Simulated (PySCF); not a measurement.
**Vibration and rotation of SnH⁺**

RHF-CCSD(T) constants of SnH⁺, ¹Σ⁺ (singlet), closed shell (basis Sn x2c-SVPall, H x2c-SVPall; spin-free X2C with a Gaussian nucleus; PySCF 2.14; masses 119.9022 and 1.0078 u):

| Quantity | Value |
| --- | --- |
| ωe | 1828.1 cm⁻¹ |
| ωexe | 29.1 cm⁻¹ |
| Be | 5.4621 cm⁻¹ |
| αe | 0.137 cm⁻¹ |
| D (centrifugal) | 0.000195 cm⁻¹ |
| De to Sn⁺ + H | 2.61 eV |

Question: Give the vibrational terms G(v) and spacings up to v = 6.

Answer: G(v) = ωe(v+½) − ωexe(v+½)².

| v | G(v) (cm⁻¹) | G(v) − G(v−1) | Bv (cm⁻¹) |
| --- | --- | --- | --- |
| 0 | 907 |  | 5.394 |
| 1 | 2677 | 1770 | 5.257 |
| 2 | 4388 | 1712 | 5.120 |
| 3 | 6042 | 1653 | 4.983 |
| 4 | 7637 | 1595 | 4.846 |
| 5 | 9174 | 1537 | 4.709 |
| 6 | 10653 | 1479 | 4.572 |

Question: How well does the Morse estimate ωe²/(4ωexe) reproduce De, and what is D0?

Answer: It gives 3.56 eV, 136 % of the computed De. D0 = De − G(0) = 2.61 − 0.11 = 2.50 eV.

Correlated steps freeze 18 core orbitals. Correlated levels converge slowly with the basis: in double zeta they bind strong bonds too weakly, by up to about 1 eV, and carry superposition errors of some tenths. Spin–orbit coupling is left out, which matters for elements this heavy, above all for dissociation energies. For an ion De counts to the pair picked by the measured ionisation energies or electron affinities, which need not be the lowest pair at this level. Where the molecule has an RHF reference, its open-shell atoms are computed with UHF.
